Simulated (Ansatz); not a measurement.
`[SiH3][SbH2]` + `CS[SiH3]` → `[SiH3][SbH][SiH3]` + CH₃SH at 298.15 K and 1 bar (formal exchange of groups at the Sb–H bond).

Program: Ansatz. Geometries: PBE0-D4/def2-TZVP. ΔE: electronic, gas phase. CCSD(T)/CBS is the MP2 limit (def2-TZVPP, def2-QZVPP) plus CCSD(T) − MP2 in def2-TZVPP, frozen cores. This one scheme is used for every species. def2 core potentials past Kr. For Sb outer-core shells are correlated without core-valence functions, which leaves a few kJ/mol of doubt a bond.

```
            species  CCSD(T)/CBS energy (Eh)  H − E (kJ/mol)  S (J/(mol·K))
     `[SiH3][SbH2]`               -532.08095           115.3          306.1
         `CS[SiH3]`               -728.52947           184.9          312.0
`[SiH3][SbH][SiH3]`               -822.37750           170.2          372.3
              CH₃SH               -438.22835           133.0          253.2
```

H − E and S are ideal-gas, rigid-rotor, harmonic terms from PBE0-D4/def2-TZVP. 1 Eh = 2625.50 kJ/mol, R = 8.31446 J/(mol·K).

By hand: ΔE, ΔH, ΔS and ΔG.

ΔE = (-822.37750) + (-438.22835) − (-532.08095) − (-728.52947) = 0.00457 Eh = 12.0 kJ/mol. Δ(H − E) = 170.2 + 133.0 − 115.3 − 184.9 = 3.0, so ΔH = 15.0 kJ/mol. ΔS = 372.3 + 253.2 − 306.1 − 312.0 = 7.4 J/(mol·K). ΔG = 15.0 − 298.15 × (7.4)/1000 = 12.8 kJ/mol.

By hand: the equilibrium constant, and the temperature at which ΔG would vanish if ΔH and ΔS stayed fixed.

log₁₀ K = −ΔG/(RT ln 10) = -2.2. ΔG = 0 at ΔH/ΔS = 2027 K, though so small a ΔS makes that figure unsure.

The number of gas molecules stays the same, so ΔS is small and ΔH decides. A doubt of 5 kJ/mol in ΔE shifts log₁₀ K by 0.9 here. Modes under 60 cm⁻¹, often nearly free rotors, make the harmonic entropy too high. These are equilibria of isolated gas molecules and say nothing of rates. Largest T1 diagnostic: 0.014 (customary marks: 0.02 for closed shells, 0.045 for open ones).
